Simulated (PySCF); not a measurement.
PySCF job for C₃H₆GeO₃, SMILES C#C[CH2][Ge]([OH])([OH])[OH] (connectivity only; charge and spin as stated), charge -1, multiplicity 2, IEF-PCM-B3LYP/def2-SVPD. The structure is a stationary point at B3LYP-D3(BJ)/def2-SVPD. Other conformers were not sampled.

```python
import numpy as np
from pyscf import gto, scf, dft
from pyscf.solvent import pcm

mol = gto.M(
    atom='''
    O    -1.12148503    1.67409626    0.52131313
    Ge   -0.54890380   -0.00814893   -0.22987503
    O    -1.74991145   -0.94799395    0.80038476
    O    -0.43936109   -1.57122079   -1.43944140
    C     1.16835296   -0.30959151    0.87268818
    C     2.31106362    0.44574127    0.42782925
    C     3.23970913    1.11033556    0.00157131
    H    -0.65626049    2.37068214    0.04174043
    H    -1.84383437   -1.80348829    0.36439875
    H    -0.04888465   -1.28661517   -2.27372938
    H     0.87396429   -0.03614793    1.89665672
    H     1.34978296   -1.39272143    0.81848644
    H     4.06146024    1.69109227   -0.36213674
    ''',
    basis='def2-SVPD',
    charge=-1,
    spin=1,
    max_memory=1600,
    verbose=3,
)
mf = dft.UKS(mol, xc='b3lyp').density_fit(auxbasis='def2-universal-jkfit')
mf.grids.level = 3
mf.conv_tol = 1e-9
mf.max_cycle = 100
mf.kernel()
fine, coarse = mf.grids, dft.Grids(mol).set(level=1).build(with_non0tab=True)
for _ in range(3):  # follow internal instabilities
    mf.grids = coarse
    mo, _, stable, _ = mf.stability(return_status=True, nroots=4)
    mf.grids = fine
    if stable:
        break
    mf.kernel(mf.make_rdm1(mo, mf.mo_occ))
res = {}
for name, eps in {'water': 78.355, 'cyclohexanone': 15.619, '2-propanol': 19.264}.items():
    s = mf.PCM()
    s.with_solvent.method, s.with_solvent.eps, s.with_solvent.lebedev_order = 'IEF-PCM', eps, 17
    s.kernel(mf.make_rdm1())
    res[name] = (s.e_tot, eps, s.dip_moment(), s.mo_energy, s.converged)
    print(f'{name}: electrostatic solvation free energy {(s.e_tot - mf.e_tot) * 627.509474:.3f} kcal/mol')
```

Log of the run:

```

WARN: HOMO -0.174901196910822 >= LUMO -0.174901196910823

converged SCF energy = -2420.18030018483  <S^2> = 0.75314287  2S+1 = 2.0031404
<class 'pyscf.df.df_jk.DFUKS'> wavefunction is stable in the internal stability analysis

WARN: PCM is an experimental feature. It is still in testing.
Features and APIs may be changed in the future.

converged SCF energy = -2420.27129321583  <S^2> = 0.7529508  2S+1 = 2.0029486

WARN: System has nonzero charge -1; the dipole moment is origin-dependent.
Location of origin: [0. 0. 0.]

Dipole moment(X, Y, Z, Debye):  4.27562,  0.60501, -1.93639
water: electrostatic solvation free energy -57.099 kcal/mol

WARN: PCM is an experimental feature. It is still in testing.
Features and APIs may be changed in the future.

converged SCF energy = -2420.26575153085  <S^2> = 0.75296821  2S+1 = 2.002966

WARN: System has nonzero charge -1; the dipole moment is origin-dependent.
Location of origin: [0. 0. 0.]

Dipole moment(X, Y, Z, Debye):  4.11655,  0.57337, -1.85783
cyclohexanone: electrostatic solvation free energy -53.622 kcal/mol

WARN: PCM is an experimental feature. It is still in testing.
Features and APIs may be changed in the future.

converged SCF energy = -2420.26704743961  <S^2> = 0.75296422  2S+1 = 2.002962

WARN: System has nonzero charge -1; the dipole moment is origin-dependent.
Location of origin: [0. 0. 0.]

Dipole moment(X, Y, Z, Debye):  4.15288,  0.58060, -1.87544
2-propanol: electrostatic solvation free energy -54.435 kcal/mol
```

The calculation finished and met its thresholds.

Cost: roughly 17 core-minutes.
